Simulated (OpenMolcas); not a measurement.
# Zr3+ in a point-charge field

Zr3+ among 4 point charges of -2 e arranged as a tetrahedron (Td), 2.16 Å from the ion.
```
   1.2471    1.2471    1.2471  -2.00
   1.2471   -1.2471   -1.2471  -2.00
  -1.2471    1.2471   -1.2471  -2.00
  -1.2471   -1.2471    1.2471  -2.00
```

```json
{"Program": "OpenMolcas", "Method": "SS-CASPT2, IPEA 0.25 Eh, imaginary shift 0.1 Eh (closed shells correlated: 4s 4p)", "Basis": "ANO-RCC-VDZP [6s5p3d1f]", "Scalar Hamiltonian": "DKH2, point nucleus", "Active space": "1 electron in 5 orbitals (4d)", "State averaging": "2S+1 = 2 even, 5 roots", "Spin-orbit coupling": "RASSI with atomic mean-field integrals over the reference wave functions"}
```

The lowest spin-free states (labels of Td), above the lowest:

```tsv
State	Degeneracy	E (cm-1)	Free-ion L (%)
2E	2	0	D (100)
2T2	3	2960	D (100)
```

The lowest levels with spin-orbit coupling:

```csv
E (cm-1),Degeneracy,Label,2S+1,g
0,4,Γ8,2,
2990,4,,2,
3340,2,,2,1.73 1.73 1.73
```

Powder χT (cm3 K/mol): 0.212 at 2 K, 0.214 at 10 K, 0.225 at 50 K, 0.24 at 100 K, 0.268 at 200 K, 0.297 at 300 K. The effective moment at 300 K is 2.828 √(χT) = 1.54 μB.

The lowest level has 2S+1 = 2, for which the spin-only value is χT = S(S+1) / 2 = 0.375 cm3 K/mol (g = 2). The computed 0.297 at 300 K differs by -0.078, through orbital momentum, spin-orbit coupling and any other state in reach.

The gap between the two states is 10Dq = -2956 cm-1 (negative for this site).

Roots that are degenerate in the reference are averaged as groups; the widest CASPT2 spread within a group is 110 cm-1 (the 3-fold group of multiplicity 2 near 2960 cm-1 above the lowest state of its run). Shifts and gaps below about the spread of the groups concerned are not significant. An orbital doublet at a regular site is open to a Jahn-Teller distortion, which this geometry leaves out. The ground term spreads over less than 5000 cm-1, several times less than with real ligands, so orbital moments are less quenched and χT lies further from the spin-only value than at real sites. Free-ion shares, where given, are those of the reference states; single-state CASPT2 does not remix them. Point charges carry no covalency, so the field is a model and not that of real ligands. No measured value stands beside these numbers.
